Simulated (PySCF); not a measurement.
Si(H)(Me)2(Cl) (C₂H₇ClSi), SMILES C[SiH](C)Cl.

The structure is a stationary point at r2SCAN-D4/def2-SVP.

Calculation: CAM-B3LYP/def2-TZVP run with PySCF.

Symmetry labels are those of the subgroup Cs that the program uses (full group Cs).

Computed valence orbital energies around the gap with their symmetry:
| orbital | symmetry | energy (eV) |
|---|---|---|
| HOMO−7 | A' | -13.38 |
| HOMO−6 | A" | -12.95 |
| HOMO−5 | A" | -12.83 |
| HOMO−4 | A' | -11.54 |
| HOMO−3 | A' | -11.29 |
| HOMO−2 | A" | -11.14 |
| HOMO−1 | A' | -9.93 |
| HOMO | A" | -9.89 |
| LUMO | A' | 1.80 |
| LUMO+1 | A' | 2.06 |
| LUMO+2 | A" | 2.10 |
| LUMO+3 | A' | 3.00 |
